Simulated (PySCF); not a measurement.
C$_{4}$H$_{7}$B, singlet, at a GFN2-xTB geometry. Base run: PySCF with PBE0/6-31G, TDA.

PySCF was given this input:
```python
from pyscf import gto, scf, dft, tdscf

mol = gto.Mole()
mol.atom = '''
    B     0.34076110    0.18818735    0.03269044
    C    -0.97564887   -0.53823971   -0.09541875
    C    -2.02742428   -1.11816412   -0.19794513
    H    -2.94531271   -1.62470556   -0.28761687
    C     0.51115663    1.60374542   -0.64336397
    H     1.54636061    1.84920129   -0.86968579
    H     0.15446865    2.36374043    0.05372474
    H    -0.07782584    1.72064572   -1.55061031
    C     1.51695432   -0.48485765    0.84121638
    H     2.25177687    0.22863600    1.20712024
    H     2.04638986   -1.16908112    0.17623829
    H     1.17011034   -1.08427711    1.68044628
'''
mol.basis = '6-31g'
mol.verbose = 3
mol.build()

mf = dft.RKS(mol)
mf.xc = 'pbe0'
mf.kernel()
td = mf.TDA()
td.nstates = 5
td.kernel()
td.analyze()
```

Variants of this job, named by their change:

| change | first excitation (eV) | oscillator strength of the first | second (eV) | core-seconds (rough) |
|---|---|---|---|---|
| base | 4.59 | 0.000 | 6.13 | 70 |
| functional = m062x | (withheld) | 0.000 | (withheld) | 100 |
| guess vectors = 13 for 5 states | 4.59 | 0.000 | 6.13 | 40 |
| conv_tol = 1e-3 | 4.59 | 0.000 | 6.13 | 30 |
| nstates = 15 | 4.59 | 0.000 | 6.13 | 100 |
| nstates = 2 | 4.59 | 0.000 | 6.13 | 30 |
| nstates = 10 | 4.59 | 0.000 | 6.13 | 90 |
| functional = blyp | 4.28 | 0.000 | 5.78 | 60 |
| functional = lc_wpbe | (withheld) | 0.000 | (withheld) | 90 |
| functional = b3lyp | (withheld) | 0.000 | (withheld) | 70 |
| functional = pbe | 4.30 | 0.000 | 5.76 | 40 |

Question: Complete the blanks.

Answer: 
- functional = m062x, first excitation (eV): 4.56
- functional = m062x, second (eV): 6.32
- functional = lc_wpbe, first excitation (eV): 4.87
- functional = lc_wpbe, second (eV): 6.33
- functional = b3lyp, first excitation (eV): 4.52
- functional = b3lyp, second (eV): 6.03

An iterative solver can miss low states, so a row lists the states that it found.
